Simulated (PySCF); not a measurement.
**Vibration and rotation of SrZn**

BP86 constants of SrZn, ¹Σ⁺ (singlet), closed shell (basis Sr def2-SVP with ECP28, Zn def2-SVP; scalar-relativistic core potentials; PySCF 2.14; masses 87.9056 and 63.9291 u):

| Property | Result |
| --- | --- |
| ωe | 56.2 cm⁻¹ |
| ωexe | 0.846 cm⁻¹ |
| Be | 0.033313 cm⁻¹ |
| αe | 0.000454 cm⁻¹ |
| D (centrifugal) | 4.68e-08 cm⁻¹ |
| De to Sr + Zn | 0.120 eV |

(1) Estimate the standard entropy (1 bar) and heat capacity of the ideal gas at 500 K, rigid rotor with B0 and harmonic oscillator at the fundamental.

Closed-shell solutions of metal pairs were not tested for spin polarisation, which can lower them a little. The bond is weak. Basis-set superposition, not corrected here, can be much of De in a small basis, most of all at correlated wavefunction levels. Functionals without a dispersion term scatter widely for such bonds, and LDA overbinds them.

## Answers

(1) Translation (Sackur–Tetrode, M = 151.83 u): 182.2 J/(mol K). Rotation: q = kT/(σB0) = 10500 with σ = 1, 85.3. Vibration: x = hcν0/kT = 0.157, 23.73. S° = 291.3 J/(mol K); Cp = 7R/2 + 8.30 = 37.4 J/(mol K).
